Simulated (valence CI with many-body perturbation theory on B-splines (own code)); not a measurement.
**E1 transitions of Cr IV**

Calculated by configuration interaction combined with many-body perturbation theory (CI+MBPT): three valence electrons over a frozen Dirac-Fock core [Ar], a basis of 7 s, 7 p, 8 d, 6 f, 4 g, 1 h functions for each j, with the one-electron correlation potential Σ1 (screened to all orders), the two-electron term Σ2, the three-electron term Σ3, Breit, model QED; selected single and double excitations, second order for the rest, scaled by the run's own slope (own B-spline code, finite nucleus).

Set against measurement, 66 paired levels are off by 1294 cm⁻¹ on average, the worst by 2161. These come from a selection out of Sugar and Corliss, J. Phys. Chem. Ref. Data 6, 317 (1977). Levels without a partner in it may be off by more, other configurations by 1,000 to 8,000 cm⁻¹. The list stops below the first excitations out of the core.

Lines 51 to 100 of 600 in falling wavelength, among levels below 265285 cm⁻¹, chosen from the strongest by gf and those to the six lowest levels. Wavelengths and rates use the calculated energies, so an error of 1000 cm⁻¹ moves a line at 1813 Å by 1.8 % and its rate by three times that or more. Electric multipoles are in the length gauge, E1 and E2 with the static RPA response of the core. Weak lines are less certain than strong ones. Lines between different terms over intervals too small for the method are left out, as are lines whose strength nearly cancels. Where a level lies close to another of its J and parity, the split of strength between their lines is uncertain.

Names give the largest LS component (configuration and term), which can be under half, so a name can repeat, a term be missing and a line seem to break the LS rules; names also repeat where a configuration has a term twice. Letters in brackets count levels of one name in rising energy.

```
λ vac (Å)  λ from measured levels              Upper              Lower   A (s⁻¹)  log gf  Branch %
     1813                    1810      3d²4p ⁴F°_9/2       3d²4s ⁴F_7/2  1.18e+08   -0.24       4.2
     1812                    1812  3d²4p ⁴D°_7/2 [b]       3d²4s ⁴P_5/2  5.32e+08    0.32      28.6
     1806                              3d²4p ²H°_9/2       3d²4s ²G_7/2  5.70e+08    0.45      33.3
     1801                    1795  3d²4p ²D°_5/2 [b]       3d²4s ⁴P_3/2  4.97e+07   -0.84       2.4
     1797                    1801  3d²4p ⁴D°_5/2 [b]       3d²4s ²D_5/2  1.36e+08   -0.40       7.4
     1794                    1791  3d²4p ²F°_7/2 [a]       3d²4s ⁴F_9/2  8.19e+07   -0.50       3.9
     1793                    1792  3d²4p ²D°_3/2 [b]       3d²4s ²D_3/2  3.91e+08   -0.12      18.6
     1786                          3d²4p ²D°_5/2 [c]       3d²4s ²P_3/2  4.88e+08    0.15      12.6
     1782                             3d²4p ²H°_11/2       3d²4s ²G_9/2  5.96e+08    0.53      34.5
     1780                          3d²4p ²P°_3/2 [c]       3d²4s ²S_1/2  5.84e+08    0.05      20.8
     1779                    1778  3d²4p ²D°_5/2 [b]       3d²4s ²D_3/2  1.06e+08   -0.52       5.0
     1775                          3d²4p ²D°_3/2 [c]       3d²4s ²P_1/2  4.60e+08   -0.06      11.7
     1775                    1773  3d²4p ²D°_5/2 [b]       3d²4s ²D_5/2  2.90e+08   -0.09      13.7
     1762                          3d²4d ²H_11/2 [a]     3d²4p ²H°_11/2  4.88e+07   -0.56       2.2
     1762                    1763  3d²4p ²D°_3/2 [a]       3d²4s ⁴F_5/2  1.45e+08   -0.57       5.7
     1760                           3d²4d ²H_9/2 [a]      3d²4p ²H°_9/2  4.40e+07   -0.69       1.9
     1759                    1759  3d²4p ⁴D°_5/2 [a]       3d²4s ⁴F_7/2  2.96e+08   -0.08       9.8
     1756                    1756  3d²4p ⁴D°_7/2 [a]       3d²4s ⁴F_9/2  4.31e+08    0.20      12.9
     1754                    1755  3d²4p ²D°_3/2 [a]       3d²4s ⁴F_3/2  1.24e+08   -0.64       4.9
     1747                    1747  3d²4p ⁴D°_5/2 [a]       3d²4s ⁴F_5/2  1.29e+08   -0.45       4.3
     1743                    1743  3d²4p ⁴D°_1/2 [a]       3d²4s ⁴F_3/2  6.24e+08   -0.25      17.0
     1741                    1741  3d²4p ⁴D°_7/2 [a]       3d²4s ⁴F_7/2  8.17e+07   -0.53       2.4
     1741                    1747      3d²4p ⁴P°_3/2       3d²4s ⁴P_5/2  2.19e+08   -0.40      11.9
     1739                    1739  3d²4p ⁴D°_3/2 [a]       3d²4s ⁴F_5/2  3.15e+08   -0.24      10.5
     1736                    1741      3d²4p ⁴P°_1/2       3d²4s ⁴P_3/2  4.82e+08   -0.36      26.5
     1733                    1734  3d²4p ²D°_5/2 [a]       3d²4s ⁴F_7/2  1.37e+08   -0.43       5.8
     1729                    1734      3d²4p ⁴P°_3/2       3d²4s ⁴P_3/2  8.37e+07   -0.82       4.6
     1729                           3d²4d ²D_3/2 [a]  3d²4p ²D°_3/2 [c]  7.82e+07   -0.85       3.4
     1727                    1732      3d²4p ⁴P°_5/2       3d²4s ⁴P_5/2  4.04e+08    0.03      21.7
     1723                    1727      3d²4p ⁴P°_3/2       3d²4s ⁴P_1/2  3.00e+08   -0.27      16.4
     1719                           3d²4d ²D_5/2 [a]  3d²4p ²D°_5/2 [c]  8.19e+07   -0.66       3.6
     1715                    1720      3d²4p ⁴P°_5/2       3d²4s ⁴P_3/2  2.12e+08   -0.25      11.4
     1706                          3d²4p ²P°_1/2 [b]       3d²4s ²P_3/2  2.20e+08   -0.72       7.0
     1702                          3d²4p ²P°_3/2 [b]       3d²4s ²P_3/2  5.80e+08    0.00      18.2
     1697                          3d²4p ²P°_1/2 [b]       3d²4s ²P_1/2  4.21e+08   -0.44      13.4
     1693                          3d²4p ²P°_3/2 [b]       3d²4s ²P_1/2  6.34e+07   -0.96       2.0
     1672                          3d²4p ²F°_7/2 [c]       3d²4s ²G_7/2  3.39e+07   -0.95       1.3
     1671                          3d²4p ²F°_7/2 [c]       3d²4s ²G_9/2  6.17e+08    0.32      23.4
     1662                           3d²4d ⁴P_5/2 [a]      3d²4p ⁴P°_5/2  4.90e+07   -0.91       2.1
     1660                           3d²4d ²G_7/2 [a]  3d²4p ²G°_7/2 [b]  1.01e+08   -0.48       4.4
     1657                          3d²4p ²F°_5/2 [c]       3d²4s ²G_7/2  6.73e+08    0.22      25.2
     1648                           3d²4d ²G_9/2 [a]  3d²4p ²G°_9/2 [b]  1.09e+08   -0.35       4.7
     1647                           3d²4d ²P_1/2 [a]  3d²4p ²D°_3/2 [b]  1.45e+08   -0.93       7.1
     1639                           3d²4d ²P_3/2 [a]  3d²4p ²D°_5/2 [b]  1.41e+08   -0.64       6.9
     1602                          3d²4p ²D°_5/2 [c]       3d²4s ²D_5/2  5.31e+07   -0.91       1.4
     1595                           3d²4d ²G_7/2 [b]  3d²4p ²F°_5/2 [c]  1.36e+08   -0.38       5.8
     1588                    1596  3d²4p ²F°_7/2 [b]       3d²4s ²F_7/2  4.58e+07   -0.86       1.4
     1587                    1595  3d²4p ²F°_5/2 [b]       3d²4s ²F_5/2  4.85e+07   -0.96       1.5
     1582                           3d²4d ²G_9/2 [b]  3d²4p ²F°_7/2 [c]  1.61e+08   -0.22       6.9
     1581                           3d²4d ²P_3/2 [b]  3d²4p ²P°_3/2 [b]  2.70e+08   -0.39      12.3
```
